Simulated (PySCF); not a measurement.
A structure optimised at PBE0-D3(BJ)/def2-SVP, used in a PySCF frequency run:

```xyz
8

In    -0.2556     0.5254     0.0000
H     -1.2955     1.8594     0.0000
F      1.7042     0.6746     0.0000
O     -0.6700    -1.4116     0.0000
C      0.3348    -2.3889     0.0000
H      1.3580    -1.9710     0.0000
H      0.2384    -3.0378     0.8904
H      0.2384    -3.0378    -0.8904
```
Charge 0, spin multiplicity 1.

Task: Write its SMILES, formula and point group.

Result: C[O][InH][F], CH₄FInO, Cs

Task: What are its rotational constants (standard atomic weights)?

Result: 6.6442, 3.0218, 2.1048 GHz
